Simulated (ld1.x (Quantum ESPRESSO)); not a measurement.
**What one change does to a pseudopotential (Cs (Z = 55), TM)**

ld1.x (Quantum ESPRESSO) 7.5 input, shortened:

```
&input
   title='Cs', zed=55., rel=0, dft='PZ', iswitch=3,
   config='[Xe] 5d0 6s1 6p0'
 /
 &inputp
   pseudotype=2, tm=.true., lloc=2,
   nlcc=.true., rcore=1.80
 /
3
6S  1  0   1.00   0.00  3.80  3.80  0.0
6P  2  1   0.00   0.00  3.45  3.45  0.0
5D  3  2   0.00   0.00  4.20  4.20  0.0
 &test
   configts(1)='5d0 6s1 6p0'
 /
```

Change: scalar-relativistic.

Cutoffs: the cutoffs (Ry, on a coarse ladder) from which the occupation-weighted sum of valence levels, in a spherical-Bessel basis at the reference potential, stays within 10 and 1 mRy of its value at 400 Ry; they do not see the model core or the augmentation charge, which bear on the density cutoff. Errors are all-electron minus pseudo energies relative to the spin-unpolarised reference configuration.

What does the change do?

Both files are so soft that the ladder of cutoffs tells neither apart; both files keep a bound ghost (p, s); of the 6 tests that both files solve, the error grows in 3 and shrinks in 2 by more than 15 % and 0.3 meV (median size 3.4 → 3.3 meV).

```tsv
quantity	base	changed
cutoff, loose	6 Ry	6 Ry
cutoff, tight	6 Ry	6 Ry
bound ghosts	p, s	p, s
error for 5d0 6s0.5 6p0, meV [ΔE 1.50 → 1.55 eV]	-3.4	-4.4
error for 5d0 6s0 6p1, meV [ΔE 1.32 → 1.48 eV]	-0.6	-2.1
error for 5d1 6s0 6p0, meV [ΔE 1.43 → 1.72 eV]	-10.0	-5.3
error for 5d0.5 6s0.5 6p0, meV [ΔE 0.72 → 0.87 eV]	-3.4	-1.8
error for 5d0 6s1 6p0 (spin-polarised), meV [ΔE -0.11 eV]	-1.0	-1.0
error for 5d0 6s0.5 6p0 (spin-polarised), meV [ΔE 1.46 → 1.52 eV]	-4.0	-4.9
s: phases at 4.53 bohr within 0.05 rad from the reference energy up to (Ry; the scan ends near 5)	n/a	n/a
p: phases at 4.53 bohr within 0.05 rad from the reference energy up to (Ry; the scan ends near 5)	-0.0	0.0
d: phases at 4.53 bohr within 0.05 rad from the reference energy up to (Ry; the scan ends near 5)	0.9	1.0
```

 A true bound ghost makes a file unfit for plane-wave use even where its test errors are small: the radial tests pick states by their node count and pass the ghost by.
